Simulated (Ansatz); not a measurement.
Consider the substitution at a C–Si bond: `N[SiH](F)C[SiH3]` + HCl → `N[SiH](F)CCl` + SiH₄.

Gas-phase electronic energies from Ansatz, PBE0-D4/def2-TZVP geometries. CBS: MP2 limit from def2 TZ/QZ plus the TZ coupled-cluster correction, frozen cores. This one scheme is used for every species. Functionals use def2-TZVPP. One conformer a species, not always the lowest.

```
         level  ΔE (kJ/mol)
        PBE-D4         79.1
CCSD/CBS(def2)         82.8
```

**Question.** What does CCSD(T)/CBS give? (Best estimate.)

**Answer.** Computed: +83.2 kJ/mol. The listed levels differ from it by -4.1, -0.4 kJ/mol.

Largest T1 diagnostic among the species: 0.011.

In def2-TZVPP, CCSD(T) changes the Hartree–Fock value by +13.7 kJ/mol (the triples alone add +0.4 kJ/mol) and MP2 by +17.2 kJ/mol. The D4 term adds +5.3 kJ/mol with B3LYP and +3.1 kJ/mol with PBE0; it sums over pairs of atoms, weighted by their polarisabilities, and B3LYP, whose exchange is more repulsive, gets the larger term. From PBE to PBE0 (25 % exact exchange), in def2-TZVPP and without D4, ΔE moves by +3.9 kJ/mol.

B3LYP here is the variant with VWN-RPA as its local correlation; programs differ in this.
